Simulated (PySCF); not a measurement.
Computed with B3LYP-D3(BJ)/def2-TZVP in PySCF 2.14.0. Isolated molecules, 0 K electronic values unless said otherwise. B3LYP has the VWN-RPA correlation part, as in Gaussian. 

Reference species (SMILES): `Cl[Si](Cl)(Cl)Br` (neutral, multiplicity 1).

* **LUMO**: -1.34 eV
* **HOMO**: -8.77 eV

Changed species: `Cl[Si](Br)(Br)Br` (3 of 4 Cl replaced by Br; the reference has 1 of 4 Cl replaced by Br).

Task: Predict the effect on the LUMO and HOMO.

Result: the LUMO falls by 0.52 eV, to -1.86 eV; the HOMO goes up by 0.34 eV, to -8.43 eV.
